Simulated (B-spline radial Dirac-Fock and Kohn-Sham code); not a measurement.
Cl⁺ 3p1/2: cross section and angular parameters

System: the Cl⁺ ion, configuration [Ne] 3s2 3p4; threshold 23.48 eV (orbital energy of the model). The computed values come from a radial atomic solver: Dirac-Hartree-Slater photoionisation with a Latter tail; cross sections with all multipoles, angular parameters from the dipole term and its interference with E2.

```
hν (eV)    σ (kb)      β       γ       δ
   64.2       286  0.919   0.037  -0.009
    101       236  1.414  -0.021  -0.001
    141       152  1.560  -0.014   0.002
    245      56.1  1.624   0.051   0.006
    400      19.4  1.576   0.154   0.010
    458      14.1  1.551   0.189   0.012
    523      10.2  1.521   0.226   0.014
    831      3.11  1.389   0.368   0.023
    835      3.07  1.387   0.370   0.024
   1000      1.87  1.324   0.431   0.029
   1030      1.72  1.313   0.441   0.030
   1240      1.01  1.241   0.504   0.038
 1486.9     0.590  1.166   0.567   0.047
   1730     0.373  1.100   0.618   0.056
   1910     0.275  1.057   0.651   0.063
   2000         ?      ?       ?       ?
   2050     0.221  1.025   0.673   0.068
   2800    0.0814  0.883   0.771   0.096
   3210    0.0520  0.821   0.812   0.110
   3790    0.0299  0.748   0.860   0.130
   4000    0.0249  0.725   0.876   0.137
   4610    0.0153  0.664   0.917   0.156
   5720   0.00725  0.577   0.980   0.188
   6430   0.00480  0.533   1.014   0.208
   6830   0.00387  0.510   1.031   0.219
   6980   0.00358  0.503   1.038   0.223
 8047.8   0.00215  0.453   1.078   0.250
 9251.7   0.00129  0.407   1.119   0.278
   9510   0.00117  0.399   1.127   0.284
  15000  0.000215  0.275   1.279   0.393
```

Problem. Give the values at 2000 eV.

Solution. σ = 0.238 kb, β = 1.036, γ = 0.665, δ = 0.066.
